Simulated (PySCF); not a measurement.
KTl⁺: from constants to spectrum

UHF-CCSD(T) constants of KTl⁺, ²Σ⁺ (doublet), unpaired electrons σ ↑ (K def2-SVPD, Tl def2-SVPD with ECP60; scalar-relativistic core potentials (PySCF 2.14); masses 38.9637 and 204.9744 u):

| Property | Result |
| --- | --- |
| ωe | 61.7 cm⁻¹ |
| ωexe | 0.171 cm⁻¹ |
| Be | 0.029696 cm⁻¹ |
| αe | 0.000138 cm⁻¹ |
| D (centrifugal) | 2.75e-08 cm⁻¹ |

Give the vibrational terms G(v) and spacings up to v = 6.

G(v) = ωe(v+½) − ωexe(v+½)².

| v | G(v) (cm⁻¹) | G(v) − G(v−1) | Bv (cm⁻¹) |
| --- | --- | --- | --- |
| 0 | 30.8 |  | 0.02963 |
| 1 | 92.2 | 61.4 | 0.02949 |
| 2 | 153.2 | 61.0 | 0.02935 |
| 3 | 213.9 | 60.7 | 0.02921 |
| 4 | 274.2 | 60.3 | 0.02908 |
| 5 | 334.2 | 60.0 | 0.02894 |
| 6 | 393.8 | 59.6 | 0.02880 |

Correlated steps freeze 9 core orbitals. These are scalar-relativistic numbers at best; spin–orbit coupling would shift them, the dissociation energy most. The state was picked by a PBE0 search and need not be the measured ground state.
